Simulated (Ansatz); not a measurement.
Job for Ansatz (a first-principles code): R-CCSD(T)/def2-TZVPPD on BrH5Si (a complex), monomers drawn apart or pushed together. Files ending in .json are basis or fitting sets from the Basis Set Exchange. The run froze 19 orbitals, filled d shells among them.

Ansatz 0.2 input:
```yaml
crystal:
  periodic: [false, false, false]
  atoms:
    - {symbol: Si, position_ang: [0.21561361, -0.23727616, 0.01070586]}
    - {symbol: H, position_ang: [0.80358519, -1.54370942, 0.37642308]}
    - {symbol: H, position_ang: [-0.99321581, -0.00538389, 0.84144561]}
    - {symbol: H, position_ang: [-0.18081622, -0.23855966, -1.41453560]}
    - {symbol: H, position_ang: [1.18768323, 0.84669029, 0.26766979]}
    - {symbol: Br, position_ang: [-0.03838779, -0.04831663, 3.97512435]}
    - {symbol: H, position_ang: [-0.69991355, 0.01103623, 2.71173215]}
basis:
  gaussian:
    orbitals: def2-TZVPPD.json
magnetization: {spin_polarized: false}
correlation: {method: ccsd_t, electrons: outside_noble_gas}
scf: {lower_state_search: off}
```

The log:

```
WARN ansatz: RAYON_NUM_THREADS=1 ignored (pool sized by the plan → 1); use --threads N
Functional definition: HF
these checks for a lower state are left out or cut short: stability, starts, cluster_reference, orbital_swaps, neighbouring_geometries, increment
integrals: 0.69 GiB planned
1072 factors; integrals over basis functions are off by at most 1.7e-3 eV
mean field: 0.57 GiB planned
mean field evaluation 1: about -77939.2406 eV, gradient 1.4e1 eV
mean field evaluation 2: about -77939.2962 eV, gradient 1.4e1 eV
mean field evaluation 4: about -77940.4000 eV, gradient 2.2e0 eV
mean field evaluation 8: about -77940.4162 eV, gradient 1.2e-1 eV
mean field -77940.41629653 eV, -2864.2574689857 hartree, gradient 2.6e-6 eV, S^2 0.000000; 0 other end points of the search recorded, 0 dependent functions left out
19 core orbitals not correlated
reference -77940.41629653 eV, -2864.2574689857 hartree; 8, 8 occupied and 163, 163 virtual orbitals, 1072 factors
second order -8.81157763 eV of doubles, -0.00000000 eV of singles
coupled cluster: 1.57 GiB planned
cycle   1  -9.76435311 eV  change   -9.5e-1 eV  update   6.8e-2
cycle   2  -10.09505621 eV  change   -3.3e-1 eV  update   2.2e-2
cycle   3  -10.11094200 eV  change   -1.6e-2 eV  update   5.6e-3
cycle   4  -10.10806867 eV  change    2.9e-3 eV  update   1.9e-3
cycle   5  -10.10750603 eV  change    5.6e-4 eV  update   5.4e-4
cycle   6  -10.10747885 eV  change    2.7e-5 eV  update   1.6e-4
cycle   7  -10.10751190 eV  change   -3.3e-5 eV  update   4.3e-5
cycle   8  -10.10752382 eV  change   -1.2e-5 eV  update   1.3e-5
perturbative correction -0.30482830 eV, -0.0112022335 hartree
Total energy: -77950.82864865 eV, -2864.6401158685 hartree
Checks for a lower state left out: stability, starts, cluster_reference, orbital_swaps, neighbouring_geometries, increment
```

The run converged.

Cost: around 30 core-seconds (rough).
